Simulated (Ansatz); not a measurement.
Cl2FH3OSSi2, SMILES `O[SiH2]S[Si](F)(Cl)Cl` at its PBE0-D4/def2-TZVP geometry, where that method's forces vanish. Total charge 0; spin multiplicity 1.

```json
{"atom": "O1", "x (Å)": "-1.9614", "y (Å)": "-1.1035", "z (Å)": "0.0437"}
{"atom": "Si2", "x (Å)": "-1.3896", "y (Å)": "0.2500", "z (Å)": "-0.6667"}
{"atom": "S3", "x (Å)": "0.5918", "y (Å)": "-0.0148", "z (Å)": "-1.4972"}
{"atom": "Si4", "x (Å)": "1.6424", "y (Å)": "0.0515", "z (Å)": "0.3076"}
{"atom": "F5", "x (Å)": "0.8296", "y (Å)": "-0.7478", "z (Å)": "1.4225"}
{"atom": "Cl6", "x (Å)": "1.9000", "y (Å)": "1.9200", "z (Å)": "1.0478"}
{"atom": "Cl7", "x (Å)": "3.4452", "y (Å)": "-0.8347", "z (Å)": "0.0874"}
{"atom": "H8", "x (Å)": "-1.4860", "y (Å)": "-1.4336", "z (Å)": "0.8097"}
{"atom": "H9", "x (Å)": "-1.3246", "y (Å)": "1.3885", "z (Å)": "0.2799"}
{"atom": "H10", "x (Å)": "-2.2473", "y (Å)": "0.5244", "z (Å)": "-1.8348"}
```

For each bond, give half the difference of the two atoms' forces along it (eV/Å; positive pushes the atoms apart) under PBE-D4, r2SCAN-D4, B3LYP-D4, ωB97M-V in def2-TZVPP. (Estimate.)

Ansatz gave: 
```csv
bond,length (Å),PBE-D4,r2SCAN-D4,B3LYP-D4,ωB97M-V
O1–Si2,1.632,0.35,0.06,0.15,0.16
O1–H8,0.960,0.33,0.01,-0.03,-0.06
Si2–S3,2.165,0.05,0.03,0.14,0.04
Si2–H9,1.482,0.00,-0.03,-0.12,-0.15
Si2–H10,1.475,0.06,-0.03,-0.18,-0.17
S3–Si4,2.089,0.05,0.01,0.05,-0.04
Si4–F5,1.595,0.54,0.05,0.15,0.13
Si4–Cl6,2.026,0.14,0.05,0.14,0.02
Si4–Cl7,2.021,0.15,0.04,0.09,0.02
```

B3LYP here is the variant with VWN-RPA as its local correlation; programs differ in this.
